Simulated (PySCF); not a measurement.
# Basis-set dependence of TlF at CCSD

PySCF, RHF reference; singlet, unpaired electrons none; De to Tl + F without counterpoise correction. Frozen cores follow the default of each basis and core potential.

```
             basis                           relativity  functions  Re (Å)  ωe (cm⁻¹)  De (eV)  frozen orbitals
cc-pVDZ-PP/cc-pVDZ  scalar-relativistic core potentials         37   2.095        519     4.33                5
          def2-SVP  scalar-relativistic core potentials         40   2.093        517     4.47                5
         def2-SVPD  scalar-relativistic core potentials         55   2.131        464     5.01                5
        def2-TZVPP  scalar-relativistic core potentials         81   2.097        479     4.83                5
```

Q: How does each smaller set differ from the one with most functions, def2-TZVPP?

A: cc-pVDZ-PP/cc-pVDZ: -0.2 pm, +8.4 % in ωe, -0.50 eV in De; def2-SVP: -0.4 pm, +7.9 % in ωe, -0.36 eV in De; def2-SVPD: +3.4 pm, -3.1 % in ωe, +0.18 eV in De. All at CCSD; the set with most functions is neither the basis-set limit nor always the best.

Measured (Huber and Herzberg, Constants of Diatomic Molecules (1979)): Re = 2.084438 Å, ωe = 477.3 cm⁻¹. Correlated steps freeze 5 core orbitals. Correlated levels converge slowly with the basis: in double zeta they bind strong bonds too weakly, by up to about 1 eV, and carry superposition errors of some tenths. These are scalar-relativistic numbers at best; spin–orbit coupling would shift them, the dissociation energy most. Where the molecule has an RHF reference, its open-shell atoms are computed with UHF.
